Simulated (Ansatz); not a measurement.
`C#C[SiH2]C=O` + HCl → `O=C[SiH2]Cl` + `C#C`  (ligand exchange at the Si–C bond)

Isolated molecules relaxed with PBE0-D4/def2-TZVP in Ansatz; ΔE leaves out vibrations. CCSD(T)/CBS is the MP2 limit (def2-TZVPP, def2-QZVPP) plus CCSD(T) − MP2 in def2-TZVPP, frozen cores. This one scheme is used for every species. Each species was taken in one conformer, which may not be the lowest.

| species | CCSD/def2-TZVPP energy (Eh) |
| --- | --- |
| `C#C[SiH2]C=O` | -480.56652 |
| HCl | -460.32332 |
| `O=C[SiH2]Cl` | -863.73801 |
| `C#C` | -77.17272 |

(1) Work out ΔE.

Largest T1 diagnostic among the species: 0.015.

## Answers

(1) ΔE = (-863.73801) + (-77.17272) − (-480.56652) − (-460.32332) = -0.02089 Eh = -13.1 kcal/mol. CCSD(T)/CBS gives -13.8 kcal/mol.

In def2-TZVPP, CCSD(T) changes the Hartree–Fock value by +2.5 kcal/mol (the triples alone add +0.4 kcal/mol) and MP2 by +2.0 kcal/mol. Leaving LDA and LC-ωPBE aside and taking each functional with its dispersion term where it has one, the values, not all of them listed here, spread over 1.9 kcal/mol, from ωB97M-V to revPBE-D4.
